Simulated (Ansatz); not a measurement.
`[SiH3]CC(Cl)Cl` and `OC(Cl)Cl` differ in one atom or group.

Ansatz, PBE0-D4/def2-TZVP geometries, multiplicity 1. Each molecule was computed in one conformer, which needn't be the lowest.

| property | `[SiH3]CC(Cl)Cl` |
| --- | --- |
| HOMO energy (PBE/def2-TZVPP) / eV | -7.20 |
| HOMO energy (ωB97M-V/def2-TZVPP) / eV | -10.86 |
| size of the dipole moment (PBE/def2-TZVPP) / D | 1.59 |
| LUMO energy (ωB97M-V/def2-TZVPP) / eV | 1.87 |
| LUMO energy (B3LYP/def2-TZVPP) / eV | -0.37 |
| LUMO energy (PBE/def2-TZVPP) / eV | -1.20 |

Task: What does the change do to each property? (Estimate.)

Result: Computed: 
| property | `OC(Cl)Cl` | shift |
| --- | --- | --- |
| HOMO energy (PBE/def2-TZVPP) / eV | -7.20 | 0.00 |
| HOMO energy (ωB97M-V/def2-TZVPP) / eV | -10.99 | -0.13 |
| size of the dipole moment (PBE/def2-TZVPP) / D | 0.87 | -0.72 |
| LUMO energy (ωB97M-V/def2-TZVPP) / eV | 1.88 | 0.01 |
| LUMO energy (B3LYP/def2-TZVPP) / eV | -0.56 | -0.19 |
| LUMO energy (PBE/def2-TZVPP) / eV | -1.35 | -0.15 |

Dipoles are sizes alone; their direction can turn.

B3LYP here is the variant with VWN-RPA as its local correlation; programs differ in this.
